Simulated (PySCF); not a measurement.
A calculated (PBE, PySCF 2.14, x2c-TZVPPall with one added diffuse shell each of s, p, d, f type, the spin-free X2C one-electron Hamiltonian (Gaussian nucleus)) atom or ion has these occupied shells.

| shell | electrons | orbital energy (eV) | rms radius, mean of both spins (bohr) |
| --- | --- | --- | --- |
| 1s α | 1 | -46574.1 | 0.0259 |
| 1s β | 1 | -46574.1 | 0.0259 |
| 2s α | 1 | -7622.0 | 0.105 |
| 2s β | 1 | -7621.9 | 0.105 |
| 2p α | 3 | -6811.6 | 0.0941 |
| 2p β | 3 | -6811.6 | 0.0941 |
| 3s α | 1 | -1680.7 | 0.272 |
| 3s β | 1 | -1678.9 | 0.272 |
| 3p α | 3 | -1426.4 | 0.272 |
| 3p β | 3 | -1424.6 | 0.272 |
| 3d α | 5 | -1076.5 | 0.251 |
| 3d β | 5 | -1075.1 | 0.251 |
| 4s α | 1 | -345.86 | 0.616 |
| 4s β | 1 | -341.23 | 0.616 |
| 4p α | 3 | -262.07 | 0.654 |
| 4p β | 3 | -257.42 | 0.654 |
| 4d α | 5 | -143.22 | 0.724 |
| 4d β | 5 | -138.58 | 0.724 |
| 5s α | 1 | -57.501 | 1.50 |
| 5s β | 1 | -54.793 | 1.50 |
| 5p α | 3 | -37.292 | 1.76 |
| 5p β | 3 | -35.235 | 1.76 |
| 4f α | 6 | -17.000 | 1.13 |

Q: Name the element and its charge.

A: Sm²⁺ (samarium, charge +2), in [Xe] 4f6, high-spin 7F determinant.
